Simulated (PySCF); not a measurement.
Correlation energy of Zn²⁺ (zinc, charge +2)

[Ar] 3d10, closed-shell 1S. Calculation: PySCF 2.14, in x2c-QZVPPall (11s7p6d4f2g, 108 functions); the spin-free X2C one-electron Hamiltonian (Gaussian nucleus). Frozen: [Ne]; 18 electrons correlated.

MP2 pair energies summed by pair of shells (mhartree):

```json
{"pair": "3d-3d", "energy": "-456.95", "share (%)": "55.6"}
{"pair": "3p-3d", "energy": "-223.60", "share (%)": "27.2"}
{"pair": "3s-3d", "energy": "-61.99", "share (%)": "7.5"}
{"pair": "3p-3p", "energy": "-48.97", "share (%)": "6.0"}
{"pair": "3s-3p", "energy": "-25.84", "share (%)": "3.1"}
{"pair": "3s-3s", "energy": "-4.50", "share (%)": "0.5"}
```

Total MP2 correlation energy: -821.84 mhartree.

Same-spin part -274.39 and opposite-spin part -547.45 mhartree; SCS-MP2 scales them by 1/3 and 6/5 to -748.41 mhartree.

This basis was not built for core-valence correlation, so the inner-shell part is incomplete.
